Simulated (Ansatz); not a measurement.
The cluster Au4. Total charge 0; singlet. Geometry PBE-D4/def2-SVP; atoms count from 1.

```tsv
atom	x (Å)	y (Å)	z (Å)
Au1	-3.038	0.614	-1.767
Au2	1.331	0.115	0.008
Au3	2.990	-0.652	1.798
Au4	-1.283	-0.077	-0.038
```

In the def2 sets Au takes a core potential; there is no spin–orbit coupling. No other spin state of charge 0 was run. Another isomer (singlet) lies 0.43 eV lower at PBE0-D4/def2-TZVP; other spin states weren't run for this one.

Q: Estimate the Mulliken populations from the PBE0/def2-TZVP orbitals of Ansatz.

A: 
```tsv
atom	charge (e)	d electrons
Au1	0.09	9.91
Au2	-0.07	9.83
Au3	0.08	9.91
Au4	-0.10	9.83
```
Mulliken values and Mayer orders depend strongly on the basis.

Q: And the Mayer bond orders between bonded heavy atoms (over 0.3)?

A: Au1–Au4 0.94 (2.56 Å); Au2–Au3 0.94 (2.56 Å); Au2–Au4 0.41 (2.62 Å).
